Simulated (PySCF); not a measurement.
C2H6AlCl (SMILES [CH3][Al]([CH3])[Cl]), singlet, geometry from GFN2-xTB (such geometries of metal compounds can be far from the true shape).

Input for PySCF:
```python
from pyscf import gto, scf, dft

mol = gto.Mole()
mol.atom = '''
    Al    0.193368   -0.223623    0.204697
    C     2.048816   -0.632616   -0.398672
    H     2.555717   -1.370443    0.226104
    H     2.674934    0.265903   -0.407330
    H     2.059716   -1.014090   -1.425284
    C    -0.686717   -0.951157    1.838775
    H    -1.537920   -1.591820    1.585055
    H    -1.092588   -0.148577    2.463890
    H    -0.016870   -1.543138    2.465330
    Cl   -0.901727    1.047759   -0.953497
'''
mol.basis = '6-31g**'
mol.charge = 0
mol.spin = 0
mol.verbose = 5
mol.build()

mf = dft.RKS(mol)
mf.xc = 'camb3lyp'
mf = mf.density_fit(auxbasis='def2-universal-jkfit')
mf.kernel()
mf.analyze()
```

Q: Give the dipole moment at the level DF-CAMB3LYP/6-31G** (PySCF).

A: 1.85 D

Q: Predict the HOMO energy from DF-CAMB3LYP/6-31G**.

A: -9.00 eV

Q: Give the total energy at the level DF-CAMB3LYP/6-31G**.

A: -782.4696 Eh

Q: Give the HOMO-LUMO gap at the level DF-CAMB3LYP/6-31G**.

A: 9.36 eV

Q: Estimate the nuclear repulsion energy that DF-CAMB3LYP/6-31G** returns for this input.

A: 190.2672 Eh

Q: Give the number of basis functions at the level DF-CAMB3LYP/6-31G**.

A: 94
